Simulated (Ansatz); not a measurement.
`O[SiH2][SnH2][SiH3]` + CH₃NH₂ → `CN[SiH2]O` + `[SiH3][SnH3]`  (cleavage of the Si–Sn bond)

Gas-phase electronic energies from Ansatz, PBE0-D4/def2-TZVP geometries. CCSD(T)/CBS is the MP2 limit (def2-TZVPP, def2-QZVPP) plus CCSD(T) − MP2 in def2-TZVPP, frozen cores. Elements past krypton have def2 core potentials. For Sn outer-core shells are correlated without core-valence functions, which leaves a few kJ/mol of doubt a bond. One conformer a species, not always the lowest.

`O[SiH2][SnH2][SiH3]`:

Z-matrix (Å, degrees):
```
Si
Sn 1 2.575
O 1 1.654 2 111.8
H 1 1.484 2 110.2 3 -116.8
H 1 1.492 2 109.5 3 123.8
Si 2 2.563 1 112.1 3 61.2
H 2 1.715 1 109.3 3 -59.5
H 2 1.712 1 110.3 3 -176.5
H 3 0.958 1 117.6 2 61.0
H 6 1.487 2 109.9 1 58.8
H 6 1.487 2 111.2 1 179.1
H 6 1.487 2 109.8 1 -60.6
```

CH₃NH₂:

Z-matrix (Å, degrees):
```
C
N 1 1.453
H 1 1.092 2 109.4
H 1 1.100 2 115.4 3 -121.6
H 1 1.092 2 109.4 3 116.8
H 2 1.012 1 110.6 3 62.6
H 2 1.012 1 110.6 3 -179.3
```

`CN[SiH2]O`:

Z-matrix (Å, degrees):
```
C
N 1 1.446
H 1 1.097 2 113.4
H 1 1.093 2 109.4 3 -120.0
H 1 1.094 2 111.4 3 121.9
Si 2 1.705 1 125.5 3 97.3
H 2 1.008 1 113.7 3 -65.2
O 6 1.652 2 118.0 1 -83.0
H 6 1.489 2 105.4 1 38.4
H 6 1.479 2 107.7 1 160.6
H 8 0.958 6 117.8 2 73.7
```

`[SiH3][SnH3]`:

```xyz
8

Si    0.926    0.341    0.869
Sn   -0.877   -0.323   -0.823
H     2.201   -0.357    0.560
H     0.500   -0.029    2.245
H     1.159    1.808    0.819
H    -0.406    0.108   -2.407
H    -2.353    0.461   -0.475
H    -1.149   -2.009   -0.789
```

```csv
species,CCSD(T)/CBS(def2) energy (Eh)
`O[SiH2][SnH2][SiH3]`,-872.20086
CH₃NH₂,-95.75281
`CN[SiH2]O`,-461.28708
`[SiH3][SnH3]`,-506.68362
```

Q: Work out ΔE.

A: ΔE = (-461.28708) + (-506.68362) − (-872.20086) − (-95.75281) = -0.01703 Eh = -44.7 kJ/mol.

Largest T1 diagnostic among the species: 0.013.

In def2-TZVPP, CCSD(T) changes the Hartree–Fock value by +9.5 kJ/mol (the triples alone add +1.3 kJ/mol) and MP2 by +8.8 kJ/mol. From PBE to PBE0 (25 % exact exchange), in def2-TZVPP and without D4, ΔE moves by −4.6 kJ/mol.
